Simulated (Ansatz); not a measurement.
`BC(C)CC` → `BC(C)C` + `[CH2]` (triplet) at 400 K and 1 bar (formal loss of a carbene).

Isolated molecules relaxed with PBE0-D4/def2-TZVP in Ansatz; ΔE leaves out vibrations. CBS: MP2 limit from def2 TZ/QZ plus the TZ coupled-cluster correction, frozen cores. This one scheme is used for every species. Triplets are unrestricted, without spin–orbit coupling. Each species was taken in one conformer, which may not be the lowest.

| species | CCSD(T)/CBS energy (Eh) | H − E (kJ/mol) | S (J/(mol·K)) |
| --- | --- | --- | --- |
| `BC(C)CC` | -183.61075 | 408.1 | 379.2 |
| `BC(C)C` | -144.34943 | 326.0 | 339.5 |
| `[CH2]` (triplet) | -39.09499 | 59.0 | 205.7 |

H − E and S are ideal-gas, rigid-rotor, harmonic terms from PBE0-D4/def2-TZVP, for one conformer and one mirror image of each species, with the whole ground term of open shells counted as degenerate. 1 Eh = 2625.50 kJ/mol, R = 8.31446 J/(mol·K).

Question: By hand: ΔE, ΔH, ΔS and ΔG.

Answer: ΔE = (-144.34943) + (-39.09499) − (-183.61075) = 0.16633 Eh = 436.7 kJ/mol. Δ(H − E) = 326.0 + 59.0 − 408.1 = -23.1, so ΔH = 413.6 kJ/mol. ΔS = 339.5 + 205.7 − 379.2 = 166.0 J/(mol·K). ΔG = 413.6 − 400 × (166.0)/1000 = 347.2 kJ/mol.

Question: By hand: the equilibrium constant, and the temperature at which ΔG would vanish if ΔH and ΔS stayed fixed.

Answer: log₁₀ K = −ΔG/(RT ln 10) = -45.3. ΔG = 0 at ΔH/ΔS = 2492 K.

The number of gas molecules changes by +1, which sets the sign of ΔS. A doubt of 5 kJ/mol in ΔE shifts log₁₀ K by 0.7 here. Other conformers and mirror images would add mixing entropy, several J/(mol·K) or more a flexible species. A triplet takes part, so the spin changes. These are equilibria of isolated gas molecules and say nothing of rates. Largest T1 diagnostic: 0.011 (customary marks: 0.02 for closed shells, 0.045 for open ones).
